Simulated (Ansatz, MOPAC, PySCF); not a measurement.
Pair of molecules: PH3 (SMILES P) (first 4 atoms) with HI (SMILES I); geometry from B3LYP-D3(BJ)/def2-TZVP, rigid monomers moved along the line of their centres of mass till P1···H6 is 2.32 Å.
(charge 0, multiplicity 1):
```xyz
6

P     -0.45874     0.10216     0.23451
H      0.05375    -1.06701    -0.37814
H     -1.74795    -0.02484    -0.33713
H      0.02512     0.97796    -0.76738
I      0.05137     0.83283     4.08626
H     -0.15848     0.53247     2.49722
```

Counterpoise-corrected where a basis set is named; no monomer relaxation.

The state that AM1 reach isn't checked.

The values were computed with Ansatz (Gaussian orbitals); MOPAC for AM1 (differences of heats of formation); PySCF for the dispersion terms.  In def2 rows elements past Kr take small-core potentials, without spin–orbit coupling.

Q: One of these levels gives 2.74 kcal/mol for the interaction energy. Which?
A) AM1
B) wB97X-V/def2-TZVPPD
C) HF/def2-SVPD
D) r2SCAN-D3(BJ)/def2-TZVPPD

A: C, HF/def2-SVPD. The others give -2.97 (AM1), -2.45 (r2SCAN-D3(BJ)/def2-TZVPPD), -1.06 (wB97X-V/def2-TZVPPD)

Ansatz is a quantum-chemistry and plane-wave program.
